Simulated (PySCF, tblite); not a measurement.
Parent: `[CH3:1][c:2]1[o:3][cH:4][cH:5][p:6]1`, C4H5OP.

Computed geometry: GFN2-xTB, gas phase. One conformer each, not checked by frequencies here.

```
coordinate of the parent    value
                   C1–C2  1.490 Å
                   C2–O3  1.344 Å
                   O3–C4  1.335 Å
                   C4–C5  1.354 Å
                   C5–P6  1.768 Å
                   C2–P6  1.719 Å
                C1–C2–O3   116.5°
                C1–C2–P6   128.5°
                O3–C2–P6   115.0°
                C2–O3–C4   111.5°
                O3–C4–C5   115.4°
                C4–C5–P6   110.7°
                C2–P6–C5    87.4°
```

Task: How does the shared frame change in `[CH3:1][c:2]1[o:3][c:4]([SiH3:5])[cH:6][p:7]1`, C4H7OPSi? Atoms pair as C1 = C1, C2 = C2, O3 = O3, C4 = C4, C5 = C6, P6 = P7 (parent first).

Result: 
```json
{"parent": "C1–C2", "relative": "C1–C2", "value in the relative": "1.490 Å", "change": "0.000"}
{"parent": "C2–O3", "relative": "C2–O3", "value in the relative": "1.341 Å", "change": "-0.003"}
{"parent": "O3–C4", "relative": "O3–C4", "value in the relative": "1.346 Å", "change": "+0.011"}
{"parent": "C4–C5", "relative": "C4–C6", "value in the relative": "1.362 Å", "change": "+0.008"}
{"parent": "C5–P6", "relative": "C6–P7", "value in the relative": "1.763 Å", "change": "-0.005"}
{"parent": "C2–P6", "relative": "C2–P7", "value in the relative": "1.720 Å", "change": "+0.001"}
{"parent": "C1–C2–O3", "relative": "C1–C2–O3", "value in the relative": "116.6°", "change": "+0.1"}
{"parent": "C1–C2–P6", "relative": "C1–C2–P7", "value in the relative": "128.5°", "change": "0.0"}
{"parent": "O3–C2–P6", "relative": "O3–C2–P7", "value in the relative": "114.9°", "change": "-0.1"}
{"parent": "C2–O3–C4", "relative": "C2–O3–C4", "value in the relative": "112.4°", "change": "+0.9"}
{"parent": "O3–C4–C5", "relative": "O3–C4–C6", "value in the relative": "113.6°", "change": "-1.8"}
{"parent": "C4–C5–P6", "relative": "C4–C6–P7", "value in the relative": "111.8°", "change": "+1.1"}
{"parent": "C2–P6–C5", "relative": "C2–P7–C6", "value in the relative": "87.2°", "change": "-0.2"}
```

Of the parent's bonds, O3–C4 changes most (+0.011 Å). Bonds of the relative outside the shared frame: C4–Si5 1.878 Å.

Task: How does the shared frame change in `[CH3:1][c:2]1[o:3][cH:4][c:5]([Cl:6])[p:7]1`, C4H4ClOP? Atoms pair as C1 = C1, C2 = C2, O3 = O3, C4 = C4, C5 = C5, P6 = P7 (parent first).

Result: 
| parent | relative | value in the relative | change |
| --- | --- | --- | --- |
| C1–C2 | C1–C2 | 1.490 Å | 0.000 |
| C2–O3 | C2–O3 | 1.342 Å | -0.002 |
| O3–C4 | O3–C4 | 1.334 Å | -0.001 |
| C4–C5 | C4–C5 | 1.359 Å | +0.005 |
| C5–P6 | C5–P7 | 1.781 Å | +0.013 |
| C2–P6 | C2–P7 | 1.720 Å | +0.001 |
| C1–C2–O3 | C1–C2–O3 | 116.4° | -0.1 |
| C1–C2–P6 | C1–C2–P7 | 128.0° | -0.5 |
| O3–C2–P6 | O3–C2–P7 | 115.6° | +0.6 |
| C2–O3–C4 | C2–O3–C4 | 112.1° | +0.6 |
| O3–C4–C5 | O3–C4–C5 | 114.3° | -1.1 |
| C4–C5–P6 | C4–C5–P7 | 111.5° | +0.8 |
| C2–P6–C5 | C2–P7–C5 | 86.5° | -0.9 |

Of the parent's bonds, C5–P6 changes most (+0.013 Å). Bonds of the relative outside the shared frame: C5–Cl6 1.713 Å. Point group Cs → Cs.

Task: How does the shared frame change in `[CH3:1][c:2]1[o:3][c:4]([C:5]([CH3:6])([CH3:7])[CH3:8])[cH:9][p:10]1`, C8H13OP? Atoms pair as C1 = C1, C2 = C2, O3 = O3, C4 = C4, C5 = C9, P6 = P10 (parent first).

Result: 
| parent | relative | value in the relative | change |
| --- | --- | --- | --- |
| C1–C2 | C1–C2 | 1.490 Å | 0.000 |
| C2–O3 | C2–O3 | 1.344 Å | 0.000 |
| O3–C4 | O3–C4 | 1.340 Å | +0.005 |
| C4–C5 | C4–C9 | 1.360 Å | +0.006 |
| C5–P6 | C9–P10 | 1.765 Å | -0.003 |
| C2–P6 | C2–P10 | 1.716 Å | -0.003 |
| C1–C2–O3 | C1–C2–O3 | 116.3° | -0.2 |
| C1–C2–P6 | C1–C2–P10 | 128.9° | +0.4 |
| O3–C2–P6 | O3–C2–P10 | 114.9° | -0.1 |
| C2–O3–C4 | C2–O3–C4 | 112.3° | +0.8 |
| O3–C4–C5 | O3–C4–C9 | 114.0° | -1.4 |
| C4–C5–P6 | C4–C9–P10 | 111.5° | +0.8 |
| C2–P6–C5 | C2–P10–C9 | 87.3° | -0.1 |

Of the parent's bonds, O3–C4 and C4–C5 change most and about equally (+0.005 to +0.006 Å). Bonds of the relative outside the shared frame: C4–C5 1.509, C5–C6 1.530, C5–C7 1.534, C5–C8 1.534 Å.

Task: How does the shared frame change in `[CH3:1][c:2]1[o:3][c:4]([CH:5]([CH3:6])[CH3:7])[cH:8][p:9]1` with O3–C4–C5–C6 -115°, C7H11OP? Atoms pair as C1 = C1, C2 = C2, O3 = O3, C4 = C4, C5 = C8, P6 = P9 (parent first).

Result: 
```tsv
parent	relative	value in the relative	change
C1–C2	C1–C2	1.490 Å	0.000
C2–O3	C2–O3	1.345 Å	+0.001
O3–C4	O3–C4	1.342 Å	+0.007
C4–C5	C4–C8	1.358 Å	+0.004
C5–P6	C8–P9	1.766 Å	-0.002
C2–P6	C2–P9	1.716 Å	-0.003
C1–C2–O3	C1–C2–O3	116.5°	0.0
C1–C2–P6	C1–C2–P9	128.7°	+0.2
O3–C2–P6	O3–C2–P9	114.8°	-0.2
C2–O3–C4	C2–O3–C4	112.1°	+0.6
O3–C4–C5	O3–C4–C8	114.2°	-1.2
C4–C5–P6	C4–C8–P9	111.4°	+0.7
C2–P6–C5	C2–P9–C8	87.4°	0.0
```

Of the parent's bonds, O3–C4 changes most (+0.007 Å). Bonds of the relative outside the shared frame: C4–C5 1.501, C5–C6 1.530, C5–C7 1.530 Å.

Task: How does the shared frame change in `[CH3:1][c:2]1[o:3][c:4]([Si:5]([CH3:6])([CH3:7])[CH3:8])[cH:9][p:10]1`, C7H13OPSi? Atoms pair as C1 = C1, C2 = C2, O3 = O3, C4 = C4, C5 = C9, P6 = P10 (parent first).

Result: 
```csv
parent,relative,value in the relative,change
C1–C2,C1–C2,1.491 Å,+0.001
C2–O3,C2–O3,1.340 Å,-0.004
O3–C4,O3–C4,1.345 Å,+0.010
C4–C5,C4–C9,1.362 Å,+0.008
C5–P6,C9–P10,1.763 Å,-0.005
C2–P6,C2–P10,1.719 Å,0.000
C1–C2–O3,C1–C2–O3,116.5°,0.0
C1–C2–P6,C1–C2–P10,128.5°,0.0
O3–C2–P6,O3–C2–P10,114.9°,-0.1
C2–O3–C4,C2–O3–C4,112.5°,+1.0
O3–C4–C5,O3–C4–C9,113.5°,-1.9
C4–C5–P6,C4–C9–P10,111.9°,+1.2
C2–P6–C5,C2–P10–C9,87.2°,-0.2
```

Of the parent's bonds, O3–C4 changes most (+0.010 Å). Bonds of the relative outside the shared frame: C4–Si5 1.893, Si5–C6 1.905, Si5–C7 1.908, Si5–C8 1.905 Å. Point group Cs → C1.
